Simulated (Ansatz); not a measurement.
Frontier orbitals of `OC[SiH2][SeH]`.

Z-matrix (Å, degrees):
```
C
Si 1 1.886
O 1 1.414 2 109.1
H 1 1.100 2 108.7 3 -122.7
H 1 1.102 2 107.7 3 121.8
Se 2 2.279 1 113.5 3 64.5
H 2 1.487 1 107.6 3 -173.6
H 2 1.483 1 110.2 3 -53.0
H 3 0.960 1 109.0 2 -175.7
H 6 1.469 2 92.8 1 74.8
```

Charge 0, multiplicity 1. Correlated methods include outer-core shells of Se, which these sets cover unevenly. Scalar relativity is left out up to krypton. The structure was optimised at the PBE0-D4/def2-TZVP level. It is one conformer, not always the lowest. Basis def2-TZVPP, Ansatz.

| functional | HOMO (eV) | LUMO (eV) | gap (eV) |
| --- | --- | --- | --- |
| LDA (SPW92) | -5.89 | -0.88 | 5.01 |
| PBE | -5.76 | -0.71 | 5.05 |
| revPBE | -5.72 | -0.64 | 5.08 |
| PBE0 | -6.91 | 0.17 | 7.08 |
| B3LYP | -6.67 | -0.12 | 6.55 |
| r2SCANh | -6.46 | -0.07 | 6.39 |
| r2SCAN0 | -7.09 | 0.39 | 7.48 |
| ωB97M-V | -9.08 | 1.89 | 10.97 |

A quarter of exact exchange (PBE0) shifts PBE's HOMO by −1.14 eV and its LUMO by +0.88 eV; full exchange at long range (ωB97M-V) shifts them by −3.31 and +2.60 eV. The gap opens from 5.05 to 10.96 eV, since occupied levels lose self-interaction and empty ones feel all the electrons. A positive LUMO is unbound and depends on the basis.

B3LYP here is the variant with VWN-RPA as its local correlation; programs differ in this.
